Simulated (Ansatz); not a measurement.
One change: `CB(C)F` becomes `[CH3][In]([CH3])[F]`.

Ansatz, PBE0-D4/def2-TZVP geometries, multiplicity 1. 

Elements past krypton have def2 core potentials.

```
                             property  `CB(C)F`
 HOMO–LUMO gap (PBE0/def2-TZVPP) / eV      8.82
    HOMO energy (PBE/def2-TZVPP) / eV     -7.17
HOMO energy (ωB97M-V/def2-TZVPP) / eV    -11.03
   LUMO energy (PBE0/def2-TZVPP) / eV      0.12
HOMO–LUMO gap (B3LYP/def2-TZVPP) / eV      8.35
  LUMO energy (B3LYP/def2-TZVPP) / eV     -0.14
```

(1) What does the change do to each property? (Best estimate.)

Answers

(1) The calculation gave: 
```
                             property  `[CH3][In]([CH3])[F]`  shift
 HOMO–LUMO gap (PBE0/def2-TZVPP) / eV                   6.75  -2.07
    HOMO energy (PBE/def2-TZVPP) / eV                  -6.49   0.68
HOMO energy (ωB97M-V/def2-TZVPP) / eV                  -9.90   1.13
   LUMO energy (PBE0/def2-TZVPP) / eV                  -1.00  -1.12
HOMO–LUMO gap (B3LYP/def2-TZVPP) / eV                   6.21  -2.14
  LUMO energy (B3LYP/def2-TZVPP) / eV                  -1.31  -1.17
```

With PBE0 the HOMO rises by 0.94 eV and the LUMO falls by 1.12 eV, so the gap narrows by about 2.06 eV. PBE moves the HOMO by 0.68 eV and ωB97M-V by 1.13 eV.

B3LYP here is the variant with VWN-RPA as its local correlation; programs differ in this.
